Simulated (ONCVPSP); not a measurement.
holmium (Ho): variants of one ONCV potential

Base potential:

ONCVPSP 4.0.1 input, shortened (lines: element, Z, core and valence counts, functional; n l f; lmax; l rc ep ncon nbas qcut; lloc lpopt rc5 dvloc0; l nproj debl; icmod fcfact rcfact), PBEsol, non-relativistic:

```
  Ho 67.00   10    4  -116133      upf
    1    0    2.00
    2    0    2.00
    2    1    6.00
    3    0    2.00
    3    1    6.00
    3    2   10.00
    4    0    2.00
    4    1    6.00
    4    2   10.00
    4    3   10.00
    5    0    2.00
    5    1    6.00
    5    2    2.00
    6    0    1.00
    3
    0    2.15    0.00    3    7    5.80
    1    2.15    0.00    5   10    5.60
    2    2.85    0.00    4    9    4.40
    3    2.55    0.12    4    9    3.90
    4    1    1.40    1.00
    0    2    3.70
    1    2    1.30
    2    1    3.90
    3    2    3.00
    1    0.25    0.00
```

Cutoffs, loose and tight: the cutoffs (Ha) at which the residual kinetic energy of the hardest occupied pseudo-wave falls to 1 and 0.1 mHa per electron. They do not see the model core or the augmentation charge, which bear on the density cutoff. Test errors are all-electron minus pseudo excitation energies from the reference, over the configurations 5s2 5p6 5d1 6s2; 5s2 5p6 5d1 6s1; 5s2 5p6 5d1 6s0; 5s2 5p6 5d0 6s2. A dash means not determined; rows that change the core or the reference have their own tests. The largest error is taken over the tests solved by every variant that gives reliable tests at all: 5s2 5p6 5d1 6s0; 5s2 5p6 5d1 6s1; 5s2 5p6 5d1 6s2.

For the base: The cutoffs count occupied waves only; projector 2 of the f channel, the hardest unoccupied one, needs 69 Ha at the loose tolerance.

```tsv
change	outcome	cutoff, loose	cutoff, tight	bound ghosts	GHOST(+) flags above zero	largest test error (meV)
base	generated	11 Ha	14 Ha	none	s, f	-18
s: rc 1.46	generated	16 Ha	58 Ha	none	s, f	-18
s: rc 1.82	generated	13 Ha	15 Ha	none	s, f	-18
s: rc 2.08	generated	11 Ha	14 Ha	none	s, f	-18
s: rc 3.14	generated	7.7 Ha	14 Ha	none	f	-18
```

Problem. What comes out with this change to the base: s: rc 2.38?

Solution. outcome: generated; cutoff, loose: 9.8 Ha; cutoff, tight: 14 Ha; bound ghosts: none; GHOST(+) flags above zero: s, f; largest test error (meV): -18.

Problem. What comes out with this change to the base: s: rc 2.74?

Solution. outcome: generated; cutoff, loose: 8.0 Ha; cutoff, tight: 14 Ha; bound ghosts: none; GHOST(+) flags above zero: s, f; largest test error (meV): -18.

Reading the sweep of the s radius (base included, trends over the rows without a ghost): The loose cutoff falls from 16 Ha at 1.46 to 7.7 Ha at 3.14 bohr. A larger radius leaves more room for a smooth pseudo-wave, so fewer plane waves are needed; a smaller one forces it to follow the all-electron wave where it bends sharply.
